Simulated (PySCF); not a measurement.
Correlation energy of Mo(27+) (molybdenum, charge +27)

[Ne] 3s2 3p3, high-spin 4S determinant. All numbers are calculated (PySCF 2.14, scalar relativity by spin-free X2C-1e, in an uncontracted even-tempered set (18 s from 3.6 bohr⁻², ratio 2.5; 12 p from 4.7 bohr⁻², ratio 2.5; 5 d from 20 bohr⁻², ratio 2.7; 4 f from 30 bohr⁻², ratio 2.7)). Frozen: 1s2; 13 electrons correlated; the 22 highest virtual orbitals of each spin left out.

| level | correlation energy (mhartree) |
| --- | --- |
| CCSD | -516.80 |
| (T) | -1.37 |
| CCSD(T) | -518.17 |

Diagnostics: T1 = 0.00047, D1 = 0.0015, largest double amplitude 0.028.

Spin-orbit coupling is strong in this species (close to jj coupling), so the high-spin LS determinant is a model state, not a physical level.

Cost of the coupled-cluster step: about 30 core-seconds, for 13 correlated electrons.

At this charge the one-electron X2C treatment keeps the bare 1/r₁₂, with no two-electron picture change or Breit term. The effect here is smaller than on the frozen 1s shell; and a scalar Hamiltonian misses the large spin-orbit splitting of the p shells, which matters for ns² → np² pairs.

Spin-orbit coupling is strong in this species, so the high-spin LS determinant is a model state.
